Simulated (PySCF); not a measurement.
Vertical excitations of a molecule C2H10FNSi2 from TDA-PBE0/def2-SVPD in PySCF, as energy in eV (oscillator strength): 5.62 (0.004), 6.34 (0.029), 6.57 (0.002), 6.61 (0.056), 6.88 (0.052), 6.96 (0.036). Lowest triplet (TDA): 5.37 eV. Geometry: B3LYP-D3(BJ)/def2-SVP. Other conformers were not sampled.

### Question
Identify the compound among the candidates.
(A) FC[SiH2]NC[SiH3]
(B) CN([SiH3])[Si@H](C)F
(C) CC[SiH2][Si@@H](N)F
(D) C[C@H](N)[Si@H](F)[SiH3]

### Answer
A, FC[SiH2]NC[SiH3]
